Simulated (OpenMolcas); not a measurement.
O²⁺: the spin-orbit constant, Slater's ratio, worked from levels

- Program: OpenMolcas
- Basis: ANO-R2 [4s4p2d1f]
- Scalar Hamiltonian: X2C, finite nucleus
- Active space: 4 electrons in 8 orbitals (2s 2p 3s 3p)
- State averaging: 2S+1 = 3 even, 6 roots; 2S+1 = 1 even, 11 roots; 2S+1 = 5 odd, 1 root; 2S+1 = 3 odd, 9 roots; 2S+1 = 1 odd, 8 roots
- Spin-orbit coupling: state interaction with AMFI integrals over the reference wave functions, term energies averaged over their components

Methods: CASSCF; MS-CASPT2, IPEA 0.25 Eh, imaginary shift 0.1 Eh (closed shells correlated: 1s).

**The spin-orbit constant.** For the Hund term ³P of p2, E(J) = (A/2) J(J+1) + constant and ζ = 2S·A = 2A. From J = 0 to J = 2 the energy changes by 3 A.

| Source | E(2) - E(0) | A | ζ |
| --- | --- | --- | --- |
| CASSCF | 318.7 | 106.2 | 212 |
| MS-CASPT2 | 319.5 | 106.5 | 213 |

All in cm-1. Both methods take the spin-orbit matrix elements from the reference wave functions, so the second can move ζ only through the term energies and any multistate remixing. Second-order mixing with other terms is absorbed into this ζ.

**Slater's ratio.** With one set of orbitals, p2 has ¹D - ³P = 6 F2 and ¹S - ¹D = 9 F2 (F2 = F²/25), a ratio of 3/2. Term energies are centres of gravity, weighted by 2J + 1.

```json
{"Source": "CASSCF", "¹D - ³P": "22615", "¹S - ³P": "39289", "F2 from the first": "3769", "Ratio": "0.737"}
{"Source": "MS-CASPT2", "¹D - ³P": "20541", "¹S - ³P": "42914", "F2 from the first": "3424", "Ratio": "1.089"}
```

Energies in cm-1. A ratio away from 3/2 shows effects beyond one configuration with one set of orbitals, and in heavier atoms second-order spin-orbit shifts. In CASSCF the valence s occupation is 1.88 in ¹S against 1.96 in ¹D: mixing out of s² acts most on ¹S and pulls it down.

CASPT2 does not keep the components of a term degenerate, so their means are used; among the terms shown or strongly mixed into the levels shown the widest spread is 34 cm-1 (2s² 2p² ¹D, MS-CASPT2). Active for correlation alone: 3p 3s; no level in the range computed is led by a configuration that fills them, so any true level of that kind is missing. Levels of configurations outside the active space are missing.
